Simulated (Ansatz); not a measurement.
Reactions of `C[NH][SnH]([Cl])[Cl]`.

Program: Ansatz. Geometries: PBE0-D4/def2-TZVP. ΔE: electronic, gas phase. CBS: MP2 limit from def2 TZ/QZ plus the TZ coupled-cluster correction, frozen cores. This one scheme is used for every species. DFT in def2-TZVPP. Elements past krypton have def2 core potentials. For Ge, Mo, Sn outer-core shells are correlated without core-valence functions, which leaves a few kJ/mol of doubt a bond. Scalar relativity is left out up to krypton. Each species was taken in one conformer, which may not be the lowest.

```csv
reaction,r2SCAN-D4 (kJ/mol),PBE-D4 (kJ/mol),CCSD/CBS(def2) (kJ/mol),MP2/CBS(def2) (kJ/mol),CCSD(T)/CBS(def2) (kJ/mol)
`C[NH][SnH]([Cl])[Cl]` → `[Cl][Sn][Cl]` + CH₃NH₂,-38,-53,-35,-32,-29
`C[NH][SnH]([Cl])[Cl]` + `B[CH2][GeH2][CH3]` → `B[CH2][SnH]([Cl])[Cl]` + `C[NH][GeH2][CH3]`,-1,0,-7,-5,-5
`C[NH][SnH]([Cl])[Cl]` + CH₃OH → `C[NH][SnH]([Cl])[O]C` + HCl,73,72,71,70,68
`C[NH][SnH]([Cl])[Cl]` + `C[O][GeH]([F])[O]C` → `C[O][SnH]([Cl])[Cl]` + `C[NH][GeH]([F])[O]C`,1,0,1,1,1
`C[NH][SnH]([Cl])[Cl]` + `[SiH3][SiH2]S` → `[SH][SnH]([Cl])[Cl]` + `CN[SiH2][SiH3]`,-39,-37,-37,-35,-35
`C[NH][SnH]([Cl])[Cl]` + `C#C[SiH2]CN` → `C#[C][SnH]([Cl])[Cl]` + `CN[SiH2]CN`,-8,-5,-14,-11,-12
`C[NH][SnH]([Cl])[Cl]` + CH₃OH → `C[O][SnH]([Cl])[Cl]` + CH₃NH₂,-24,-21,-20,-18,-20
`C[NH][SnH]([Cl])[Cl]` + `[NH2][Mo](=[O])([F])=[S]` → `C[NH][SnH]([F])[Cl]` + `[NH2][Mo](=[O])(=[S])[Cl]`,25,24,18,-2,15
`C[NH][SnH]([Cl])[Cl]` + CH₃SH → `C[S][SnH]([Cl])[Cl]` + CH₃NH₂,-64,-66,-59,-63,-60
`C[NH][SnH]([Cl])[Cl]` + H–F → `[F][SnH]([Cl])[Cl]` + CH₃NH₂,-52,-47,-41,-31,-38
```

Largest T1 diagnostic: 0.025, for `[NH2][Mo](=[O])([F])=[S]`.
